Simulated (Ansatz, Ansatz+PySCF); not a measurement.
```xyz
3

Cl    0.0149    0.4765   -1.1516
C    -0.0284   -0.5122    0.1345
H    -0.0233    0.1246    1.0766
```

Basis set: def2-SVP (spherical functions). Correlated methods keep 6 orbitals frozen. Charge 0, multiplicity 1.

Computed with Ansatz (development build ahead of 0.2.0); each method stands on the lowest determinant of its kind that the runs found. Restricted open shells among the atoms or ions are ROHF, correlated in semicanonical orbitals with singles.

Question: Give the atomization energy at this shape (free ground-state atoms in the same class of orbitals less the molecule, no zero-point energy) of singlet CHCl by RHF-CCSD(T), UHF-CCSD(T), RHF-MP2, RHF, UHF.

Answer:

```tsv
method	atomization energy
RHF-CCSD(T)	7.04 eV
UHF-CCSD(T)	7.00 eV
RHF-MP2	7.01 eV
RHF	4.87 eV
UHF	5.01 eV
```

Caution for RHF-CCSD(T), RHF-MP2, RHF: an unrestricted determinant lies well below. Caution for UHF-CCSD(T): a plain start can end on a higher determinant. Caution for UHF-CCSD(T), UHF: the unrestricted determinant is spin contaminated.
